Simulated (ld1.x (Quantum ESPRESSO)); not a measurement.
# Varying the TM potential for O

Base potential:

- Element: O (Z = 8)
- Generator: ld1.x (Quantum ESPRESSO) 7.5
- Type: norm-conserving Troullier–Martins (Kleinman–Bylander form)
- Functional: PBE
- Relativity: scalar-relativistic
- Frozen core: [He]
- Valence charge: 6
- Reference configuration: 2s2 2p2 (charge +2)
- Partial waves: 2s (bound): rc 0.90 bohr; 2p (bound): rc 0.95 bohr; 3d channel at 0.15 Ry: rc 0.85 bohr
- Local potential: all-electron potential smoothed inside 0.65 bohr (lloc = -1)
- Core correction: a·sin(br)/r model core, default radius (core density twice the valence density)

Cutoffs, loose and tight: the cutoffs (Ry, on a coarse ladder) from which the occupation-weighted sum of valence levels, in a spherical-Bessel basis at the reference potential, stays within 10 and 1 mRy of its value at 400 Ry. They do not see the model core or the augmentation charge, which bear on the density cutoff. Test errors are all-electron minus pseudo excitation energies from the reference, over the configurations 2s2 2p4; 2s2 2p3; 2s2 2p1; 2s2 2p3.5; 2s2 2p0; 2s1 2p5; 2s1 2p4. A dash means not determined; rows that change the core or the reference have their own tests.

| change | outcome | cutoff, loose | cutoff, tight | bound ghosts | largest test error (meV) |
| --- | --- | --- | --- | --- | --- |
| base | generated | 120 Ry | 200 Ry | none | +289 |
| wave 2p (bound): rc 0.95 bohr becomes 2p (bound): rc 0.60 bohr | generated | 230 Ry | 300 Ry | none | +107 |
| wave 2p (bound): rc 0.95 bohr becomes 2p (bound): rc 0.82 bohr | generated | 160 Ry | 260 Ry | none | +189 |
| wave 2p (bound): rc 0.95 bohr becomes 2p (bound): rc 0.92 bohr | generated | 140 Ry | 200 Ry | none | +269 |
| wave 2p (bound): rc 0.95 bohr becomes 2p (bound): rc 1.04 bohr | generated | 110 Ry | 180 Ry | none | +388 |
| wave 2p (bound): rc 0.95 bohr becomes 2p (bound): rc 1.12 bohr | generated | 100 Ry | 180 Ry | none | +486 |
| wave 2p (bound): rc 0.95 bohr becomes 2p (bound): rc 1.22 bohr | generated | 90 Ry | 180 Ry | none | +612 |
| wave 2p (bound): rc 0.95 bohr becomes 2p (bound): rc 1.44 bohr | generated | 80 Ry | 180 Ry | none | +1061 |

What comes out with this change to the base: wave 2p (bound): rc 0.95 bohr becomes 2p (bound): rc 0.72 bohr?

outcome: generated; cutoff, loose: 180 Ry; cutoff, tight: 230 Ry; bound ghosts: none; largest test error (meV): +140.

What comes out with this change to the base: wave 2p (bound): rc 0.95 bohr becomes 2p (bound): rc 1.30 bohr?

outcome: generated; cutoff, loose: 90 Ry; cutoff, tight: 180 Ry; bound ghosts: none; largest test error (meV): +774.

Reading the sweep of the p radius (base included, trends over the rows without a ghost): The loose cutoff falls from 230 Ry at 0.6 to 80 Ry at 1.44 bohr. A larger radius leaves more room for a smooth pseudo-wave, so fewer plane waves are needed; a smaller one forces it to follow the all-electron wave where it bends sharply. The median size of the test errors (rows with all tests solved) rises from 9.6 meV at 0.6 to 175.8 meV at 1.44 bohr. More of the atom is replaced by a form fitted at one configuration, so other configurations suffer as the radius grows.
